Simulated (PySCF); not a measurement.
C5H4F2, SMILES C(=C(F)/C=C\F)=C.

Geometry: PBE0-D3(BJ)/def2-SVP. The structure was generated by enumeration; whether it is a known compound was not checked. Other conformers were not sampled.

All values below come from PBE/def2-TZVP (PySCF).

The molecule is in vacuum.

| Item | Result |
|---|---|
| total energy | -392.24860 hartree |
| point group | Cs |
| highest occupied level | -5.54 eV |
| lowest empty level | -1.86 eV |
| orbital gap | 3.68 eV |
| dipole moment | 1.19 D |
| quadrupole, principal values (traceless, Buckingham form, about the centre of nuclear charge) | -8.08, -2.53, 10.61 D·Å |
| mean static polarisability | 66.2 bohr³ (9.81 Å³) |
| polarisability, principal values | 38.9, 62.6, 97.1 bohr³ |
